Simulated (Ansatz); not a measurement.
Geometry optimisation, Ansatz 0.2.0, RKS PBE/def2-SVP.

The input (input.yaml):

```yaml
crystal:
  periodic: [false, false, false]
  atoms:
    - { symbol: Ti, position_ang: [0.407903, -0.248351, -0.562233] }
    - { symbol: "N", position_ang: [-0.27927, -0.308991, 2.606897] }
    - { symbol: H, position_ang: [-0.753562, -1.053989, 3.136767] }
    - { symbol: H, position_ang: [-0.181944, 0.509304, 3.224558] }
    - { symbol: Cl, position_ang: [1.813751, -0.532109, -2.193166] }
    - { symbol: Cl, position_ang: [-0.076739, 1.870235, -0.36333] }
    - { symbol: Cl, position_ang: [-1.224791, -1.68841, -0.721745] }
    - { symbol: H, position_ang: [1.460511, -0.716955, 0.686945] }
    - { symbol: H, position_ang: [0.688242, -0.642633, 2.387808] }
basis:
  gaussian: { orbitals: def2-SVP }
hamiltonian:
  xc: pbe
relax:
  f_tol: 0.03
  max_steps: 50
```

Launched with:

```bash
$ ansatz run input.yaml --threads 4 --pin off --max-ram 5120MiB --backend cpu --events-out ev --progress --plain --runs-dir out
```

**Question.** Where does it end, and by what steps?

**Answer.** The forces met the threshold. The force dipped under the threshold on the way, but the program's further checks kept it going. After 14 steps the energy has fallen by 0.885 eV; H3 moved furthest, 1.20 Å. Joined: Ti1–N2 (3.24 → 2.24 Å).

```
step  energy less start (eV)  largest force component (eV/Å)  accepted
   0                  0.0000                           0.622       yes
   1                 -0.1768                           1.445       yes
   2                 -0.4351                           1.862       yes
   3                 -0.7202                           0.847       yes
   4                 -0.7826                           0.535       yes
   5                 -0.8181                           0.298       yes
   6                 -0.8309                           0.160       yes
   7                 -0.8526                           0.165       yes
   8                 -0.8178                           1.104        no
   9                 -0.8632                           0.065       yes
  10                 -0.8691                           0.273       yes
  11                 -0.8736                           0.266       yes
  12                 -0.8843                           0.010       yes
  13                 -0.8846                           0.114       yes
  14                 -0.8852                           0.024       yes
```

```xyz
9
Properties=species:S:1:pos:R:3
Ti 0.355 -0.284 -0.067
N -0.045 -0.339 2.139
H -1.051 -0.216 2.327
H 0.462 0.411 2.631
Cl 1.535 -0.362 -1.920
Cl -0.465 1.779 0.009
Cl -1.018 -2.030 -0.175
H 1.837 -0.535 0.707
H 0.245 -1.237 2.551
```

Whether the end is a true minimum wasn't checked by a vibrational analysis.

The run took 30 s on 4 threads of Intel(R) Xeon(R) Platinum 8259CL CPU @ 2.50GHz (Skylake/Cascade Lake) (shared host), peak memory 0.22 GiB.
